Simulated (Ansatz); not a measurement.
Cartesian coordinates in Å:
```
F -0.563 -1.277 -0.834
Si 0.090 -0.107 -0.016
F 1.380 0.360 -0.780
F 0.532 -0.677 1.379
I -1.439 1.701 0.251
```

The species carries charge 0 and has multiplicity 1. I takes the def2 core potential.

Problem. List the r2SCAN/def2-TZVPP orbital energies in eV (the Gaussian-basis code of Ansatz). (An estimate is asked.)

Solution. The calculation gave: Occupied: -1794.73, -667.18, -667.18, -667.18, -185.32, -144.82, -131.42, -131.18, -131.18, -99.70, -99.70, -99.70, -51.20, -51.12, -51.12, -50.92, -50.92, -32.88, -32.16, -32.16, -19.07, -15.22, -13.50, -13.50, -12.77, -12.07, -12.07, -11.44, -11.44, -10.95, -9.83, -7.72, -7.72. Lowest empty: -1.27, 0.47, 0.47, 1.75, 2.59, 4.32, 4.32, 4.56.
